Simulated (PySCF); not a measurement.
A calculated (TPSS, PySCF 2.14, def2-TZVP, the non-relativistic Hamiltonian (point nucleus)) atom or ion has these occupied shells.

```json
{"shell": "1s α", "electrons": "1", "orbital energy (eV)": "-3147.1", "rms radius, mean of both spins (bohr)": "0.0998"}
{"shell": "1s β", "electrons": "1", "orbital energy (eV)": "-3146.6", "rms radius, mean of both spins (bohr)": "0.0998"}
{"shell": "2s α", "electrons": "1", "orbital energy (eV)": "-326.70", "rms radius, mean of both spins (bohr)": "0.452"}
{"shell": "2s β", "electrons": "1", "orbital energy (eV)": "-326.31", "rms radius, mean of both spins (bohr)": "0.452"}
{"shell": "2p α", "electrons": "3", "orbital energy (eV)": "-260.68", "rms radius, mean of both spins (bohr)": "0.420"}
{"shell": "2p β", "electrons": "3", "orbital energy (eV)": "-260.07", "rms radius, mean of both spins (bohr)": "0.420"}
{"shell": "3s α", "electrons": "1", "orbital energy (eV)": "-52.043", "rms radius, mean of both spins (bohr)": "1.44"}
{"shell": "3s β", "electrons": "1", "orbital energy (eV)": "-48.769", "rms radius, mean of both spins (bohr)": "1.44"}
{"shell": "3p α", "electrons": "3", "orbital energy (eV)": "-36.722", "rms radius, mean of both spins (bohr)": "1.58"}
{"shell": "3p β", "electrons": "1", "orbital energy (eV)": "-34.450", "rms radius, mean of both spins (bohr)": "1.58"}
```

Question: Name the element and its charge.

Answer: Ar²⁺ (argon, charge +2), in [Ne] 3s2 3p4, high-spin 3P determinant.
